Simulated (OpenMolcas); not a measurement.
# Pd2+ in KZnF3: curves along the breathing mode

Pd2+ with its 6 nearest fluoride ions, on the Zn site of KZnF3 (a = 4.054 Å, distance in the model lattice 2.027 Å). The rest of the host is ab initio model potentials to 7.6 Å, with orthogonalisation functions on the cations behind the ligands, and point charges beyond; the distance is set by hand and nothing relaxes. Ligand basis ANO-RCC-VDZP.

* Program: OpenMolcas 26.06
* Method: CASSCF
* Basis: ANO-RCC-VDZP [6s5p3d1f]
* Scalar Hamiltonian: DKH2, point nucleus
* Active space: 8 electrons in 5 orbitals (4d)
* State averaging: 2S+1 = 3 even, 10 roots; 2S+1 = 1 even, 15 roots
* Spin-orbit coupling: RASSI with atomic mean-field integrals over the reference wave functions

Spin-free energies (labels of O, the rotations of Oh) in cm-1 above the lowest fitted minimum, as all ligands move together:

```tsv
R (Å)	3A2	3T2	1E	3T1	1A1	1T2	1T1
1.98	8820	28100	22440	36500	33080	41210	45100
2.027	3010	20070	16660	28160	27030	33230	37180
2.073	340	15490	14000	23240	24090	28690	32700
2.12	420	13870	14080	21220	23880	27090	31170
2.167	3170	15140	16830	22060	26340	28370	32520
2.213	8420	19120	22060	25610	31290	32340	36570
2.26	16460	26020	30080	32060	39040	39230	43540
```

Cubic fits give the following; the wavenumber is harmonic, with the mass of all moving ligands, small differences in it between states hang on the degree of the fit, a number in brackets counts states of one label, and the table is a selection of at most 14 states with clean curves.

| State | R0 (Å) | Breathing mode (cm-1) | Minimum (cm-1) |
| --- | --- | --- | --- |
| 3A2 | 2.096 | 614 | 0 |
| 3T2 | 2.122 | 631 | 13820 |
| 1E | 2.096 | 613 | 13660 |
| 3T1 | 2.129 | 626 | 21110 |
| 1A1 | 2.101 | 611 | 23600 |
| 1T2 | 2.122 | 629 | 27040 |
| 1T1 | 2.121 | 630 | 31120 |
| 3T1(2) | 2.139 | 650 | 32840 |
| 1E(2) | 2.144 | 645 | 42110 |
| 1T2(2) | 2.144 | 645 | 42430 |
| 1A1(2) | 2.138 | 646 | 64560 |

The minimum of 3T2 is shifted by +0.0266 Å against 3A2 (from the unrounded fits). With M = 114.0 u for the moving shell, the Huang-Rhys factor in this mode is S = M ω ΔR² / 2ħ = 0.01483 × 114.0 × 614 × 0.0266² = 0.73. Only the first shell moves, against a rigid host.

Without dynamic correlation the repulsion within the d shell is too large (B by tens of per cent), so at a given field states of lower spin stand too high. Real 4d8 and 5d8 ions are as a rule square planar and diamagnetic. With metal d orbitals alone the field can be off either way by tens of per cent. Ligand-to-metal charge-transfer states are missing. With no ligand orbital active B as a rule stays too high, so bands that hang on it stand too high and its fall with covalency is understated. No measured value stands beside these numbers.
